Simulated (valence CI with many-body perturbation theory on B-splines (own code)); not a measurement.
E1 transitions of Ba XLIII

Computed by configuration interaction combined with many-body perturbation theory (CI+MBPT): four valence electrons over a frozen Dirac-Fock core [Ne], a basis of 11 s, 11 p, 10 d, 8 f, 5 g, 2 h functions for each j, with the one-electron correlation potential Σ1, the two-electron term Σ2, the three-electron term Σ3, Breit, model QED; selected CI, second order for the rest, scaled by the run's own slope (own B-spline code, finite nucleus).

The last digits are not significant, and no measured levels were compared; by estimate large intervals hold to a few tenths of a per cent, small ones and those within an open d or f shell to about a per cent. Among the levels kept, up to 550 cm⁻¹ of a level comes from second order outside the variational space, and about a tenth of that is noise between levels of different J, which matters for small intervals.

Lines 101 to 150 of 540 in falling wavelength, among levels below 53.761 Ry, chosen from the strongest by gf and those to the six lowest levels. Wavelengths and rates use the calculated energies. Electric multipoles are in the length gauge, E1 and E2 with the static RPA response of the core. Weak lines are less certain than strong ones. Lines between different terms over intervals too small for the method are left out, as are lines whose strength nearly cancels. Where a level lies close to another of its J and parity, the split of strength between their lines is uncertain. The highest levels of a list are the least certain.

Levels are named by their leading jj configuration (3d3/2^4 stands for four electrons in 3d with j = 3/2), which in mixed levels can hold well under half, so a name can repeat and another be missing. Letters in brackets count levels of one name in rising energy.

```
λ vac (nm)                           Upper                           Lower   A (s⁻¹)  log gf  Branch %
     7.001          (3s^2 3d3/2 3d5/2) J=4          (3s^2 3p3/2 3d3/2) J=3  1.19e+10   -1.10       5.5
     6.968          (3s 3p1/2 3d5/2^2) J=5  (3s 3p1/2 3p3/2 3d5/2) J=4 [b]  4.72e+10   -0.42      39.9
     6.953          (3s^2 3p1/2 3d5/2) J=3          (3s^2 3p1/2 3p3/2) J=2  2.41e+10   -0.91      98.2
     6.905          (3s^2 3p1/2 3d5/2) J=2          (3s^2 3p1/2 3p3/2) J=1  1.05e+10   -1.43      81.7
     6.881      (3s 3p1/2 3d5/2^2) J=4 [a]  (3s 3p1/2 3p3/2 3d3/2) J=3 [c]  1.20e+10   -1.11       3.8
     6.803  (3s 3p1/2 3d3/2 3d5/2) J=3 [b]  (3s 3p1/2 3p3/2 3d3/2) J=2 [c]  2.80e+10   -0.87      14.3
     6.796          (3s^2 3p1/2 3d3/2) J=1          (3s^2 3p1/2 3p3/2) J=1  9.85e+07   -3.69       0.0
     6.784      (3s 3p1/2 3d5/2^2) J=4 [b]  (3s 3p1/2 3p3/2 3d5/2) J=3 [a]  4.12e+10   -0.59      16.0
     6.736  (3s 3p1/2 3d3/2 3d5/2) J=3 [d]  (3s 3p1/2 3p3/2 3d5/2) J=3 [a]  1.92e+10   -1.04       4.5
     6.733      (3s 3p1/2 3d5/2^2) J=4 [c]  (3s 3p1/2 3p3/2 3d5/2) J=3 [b]  1.21e+10   -1.13       5.5
     6.726  (3s 3p1/2 3p3/2 3d5/2) J=2 [b]          (3s 3p1/2 3p3/2^2) J=3  2.52e+10   -1.07      10.8
     6.721      (3s 3p1/2 3p3/2 3d5/2) J=0      (3s 3p1/2 3p3/2^2) J=1 [b]  1.36e+11   -1.04      30.4
     6.721      (3s 3p1/2 3d5/2^2) J=3 [a]  (3s 3p1/2 3p3/2 3d5/2) J=4 [b]  1.97e+10   -1.03       6.9
     6.697  (3s 3p1/2 3p3/2 3d5/2) J=4 [b]          (3s 3p1/2 3p3/2^2) J=3  4.35e+10   -0.58      53.7
     6.692      (3s 3p1/2 3d5/2^2) J=3 [a]  (3s 3p1/2 3p3/2 3d5/2) J=2 [b]  2.93e+10   -0.86      10.3
     6.689      (3s 3p3/2^2 3d5/2) J=1 [b]                (3s 3p3/2^3) J=1  1.06e+11   -0.67      13.8
     6.680  (3s 3p1/2 3d3/2 3d5/2) J=3 [c]  (3s 3p1/2 3p3/2 3d3/2) J=2 [d]  5.50e+10   -0.59      11.1
     6.674   (3p1/2 3p3/2^2 3d5/2) J=3 [c]             (3p1/2 3p3/2^3) J=2  1.21e+11   -0.25      24.6
     6.669   (3p1/2 3p3/2^2 3d5/2) J=4 [a]  (3s 3p1/2 3p3/2 3d5/2) J=3 [d]  1.56e+10   -1.03       4.1
     6.657          (3s 3p1/2^2 3d5/2) J=3          (3s 3p1/2^2 3p3/2) J=2  5.12e+10   -0.62      77.0
     6.642  (3s 3p1/2 3d3/2 3d5/2) J=3 [a]  (3s 3p1/2 3p3/2 3d3/2) J=2 [b]  6.79e+10   -0.50      41.7
     6.631   (3p1/2 3p3/2^2 3d5/2) J=1 [b]             (3p1/2 3p3/2^3) J=1  1.29e+11   -0.59      18.4
     6.625   (3p1/2 3p3/2^2 3d5/2) J=2 [c]             (3p1/2 3p3/2^3) J=1  2.21e+11   -0.14      32.1
     6.603  (3s 3p1/2 3d3/2 3d5/2) J=4 [a]  (3s 3p1/2 3p3/2 3d3/2) J=3 [a]  7.37e+10   -0.36      76.7
     6.598       (3p1/2^2 3p3/2 3d5/2) J=3  (3s 3p1/2 3p3/2 3d3/2) J=2 [a]  1.11e+11   -0.30      53.8
     6.590  (3s 3p1/2 3p3/2 3d5/2) J=2 [d]      (3s 3p1/2 3p3/2^2) J=1 [b]  1.32e+11   -0.37      22.5
     6.580  (3s 3p1/2 3p3/2 3d3/2) J=3 [b]          (3s^2 3p1/2 3d5/2) J=2  2.03e+10   -1.03       6.2
     6.572  (3s 3p1/2 3p3/2 3d5/2) J=3 [d]      (3s 3p1/2 3p3/2^2) J=2 [b]  1.45e+11   -0.18      37.1
     6.557      (3s 3p3/2^2 3d5/2) J=4 [a]          (3s^2 3p3/2 3d3/2) J=3  1.98e+10   -0.94      10.6
     6.556   (3p1/2 3p3/2^2 3d5/2) J=3 [a]  (3s 3p1/2 3p3/2 3d5/2) J=2 [d]  1.05e+11   -0.33      17.3
     6.554          (3s^2 3p3/2 3d5/2) J=1              (3s^2 3p3/2^2) J=0  8.87e+10   -0.77      47.6
     6.552  (3s 3p1/2 3p3/2 3d5/2) J=2 [c]      (3s 3p1/2 3p3/2^2) J=2 [b]  3.84e+10   -0.91      12.6
     6.551              (3s^2 3d5/2^2) J=4          (3s^2 3p3/2 3d5/2) J=3  1.54e+11   -0.05      37.4
     6.539   (3p1/2 3p3/2^2 3d5/2) J=2 [b]             (3p1/2 3p3/2^3) J=2  1.66e+11   -0.27      31.0
     6.535   (3p1/2 3p3/2^2 3d3/2) J=3 [a]  (3s 3p1/2 3p3/2 3d5/2) J=3 [b]  1.83e+10   -1.09       4.7
     6.526  (3s 3p1/2 3d3/2 3d5/2) J=2 [c]  (3s 3p1/2 3p3/2 3d3/2) J=1 [b]  5.93e+10   -0.72      10.3
     6.512  (3s 3p1/2 3p3/2 3d5/2) J=1 [b]          (3s 3p1/2 3p3/2^2) J=0  8.09e+10   -0.81      47.9
     6.505  (3s 3p1/2 3p3/2 3d5/2) J=1 [c]      (3s 3p1/2 3p3/2^2) J=1 [a]  1.20e+11   -0.64      45.9
     6.498  (3s 3p1/2 3d3/2 3d5/2) J=2 [a]  (3s 3p1/2 3p3/2 3d3/2) J=1 [a]  5.77e+10   -0.74      19.9
     6.497      (3s 3p1/2 3d5/2^2) J=4 [a]  (3s 3p1/2 3p3/2 3d3/2) J=3 [b]  9.61e+10   -0.26      30.7
     6.488  (3s 3p1/2 3p3/2 3d5/2) J=3 [b]      (3s 3p1/2 3p3/2^2) J=2 [a]  5.07e+10   -0.65      17.8
     6.488      (3s 3p1/2 3d5/2^2) J=2 [b]  (3s 3p1/2 3p3/2 3d5/2) J=2 [b]  3.43e+10   -0.97      11.2
     6.482      (3s 3p3/2^2 3d3/2) J=2 [b]          (3s^2 3p3/2 3d5/2) J=1  3.22e+10   -0.99       4.7
     6.477      (3s 3p1/2 3d3/2 3d5/2) J=5      (3s 3p1/2 3p3/2 3d3/2) J=4  8.96e+10   -0.21      78.6
     6.475       (3p1/2^2 3p3/2 3d5/2) J=1  (3s 3p1/2 3p3/2 3d3/2) J=0 [a]  5.47e+10   -0.99      27.9
     6.465   (3p1/2 3p3/2^2 3d5/2) J=3 [c]              (3s^2 3d3/2^2) J=2  2.13e+10   -1.03       4.3
     6.454   (3p1/2 3p3/2^2 3d5/2) J=2 [c]             (3p1/2 3p3/2^3) J=2  3.22e+10   -1.00       4.7
     6.443  (3s 3p1/2 3p3/2 3d5/2) J=2 [c]      (3s 3p1/2 3p3/2^2) J=1 [a]  1.14e+11   -0.45      37.2
     6.427  (3s 3p1/2 3d3/2 3d5/2) J=3 [b]      (3s 3p1/2 3p3/2 3d3/2) J=4  2.44e+10   -0.98      12.5
     6.423      (3s 3p3/2^2 3d3/2) J=3 [a]          (3s^2 3p3/2 3d5/2) J=2  1.82e+10   -1.10       3.1
```
